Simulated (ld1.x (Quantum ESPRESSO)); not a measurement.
## Cl (Z = 17): variants of one TM potential

Base potential:

ld1.x (Quantum ESPRESSO) 7.5 input, shortened:

```
&input
   title='Cl', zed=17., rel=1, dft='PBE', iswitch=3,
   config='[Ne] 3s2 3p5 3d-2'
 /
 &inputp
   pseudotype=2, tm=.true., lloc=0,
   nlcc=.true., new_core_ps=.true., rcore=0.70
 /
3
3P  2  1   5.00   0.00  1.10  1.10  0.0
3D  3  2  -2.00   0.10  0.90  0.90  0.0
3S  1  0   2.00   0.00  1.20  1.20  0.0
 &test
   configts(1)='3s2 3p5'
 /
```

All-electron outer shells of the reference configuration (PBE, scalar-relativistic, ld1.x):

```csv
shell,level (eV),outermost node (bohr),outermost maximum (bohr)
2s,-252.70,0.12,0.36
2p,-191.63,–,0.30
3s,-20.69,0.55,1.29
3p,-8.59,0.53,1.43
```

Cutoffs, loose and tight: the cutoffs (Ry, on a coarse ladder) from which the occupation-weighted sum of valence levels, in a spherical-Bessel basis at the reference potential, stays within 10 and 1 mRy of its value at 400 Ry. They do not see the model core or the augmentation charge, which bear on the density cutoff. Test errors are all-electron minus pseudo excitation energies from the reference, over the configurations 3s2 3p4; 3s2 3p3; 3s2 3p2; 3s1 3p5; 3s1 3p6; 3s2 3p5.3; 3s2 3p1. A dash means not determined; rows that change the core or the reference have their own tests.

| change | outcome | cutoff, loose | cutoff, tight | bound ghosts | largest test error (meV) |
| --- | --- | --- | --- | --- | --- |
| base | generated | 90 Ry | 160 Ry | none | +170 |
| wave 3d channel at 0.1 Ry: rc 0.90 bohr becomes 3d channel at 0.1 Ry: rc 0.96 bohr | generated | 90 Ry | 160 Ry | none | +170 |
| non-relativistic | generated | 90 Ry | 160 Ry | none | +176 |
| core correction Bessel-smoothed model core inside 0.84 bohr | generated | 90 Ry | 160 Ry | none | +173 |
| local potential the p channel | generated | 90 Ry | 160 Ry | none | +183 |
| all radii but the core radius scaled by about 1.18 (s 1.42, p 1.30, d 1.06 bohr) | generated | 50 Ry | 80 Ry | none | +207 |
| wave 3p (bound): rc 1.10 bohr becomes 3p (bound): rc 1.44 bohr | generated | 50 Ry | 80 Ry | none | +200 |
| functional PBEsol | generated | 90 Ry | 160 Ry | none | +173 |

Question: What comes out with this change to the base: type RRKJ; rho0 0.001?

Answer: outcome: generated; cutoff, loose: 80 Ry; cutoff, tight: 110 Ry; bound ghosts: none; largest test error (meV): +173.
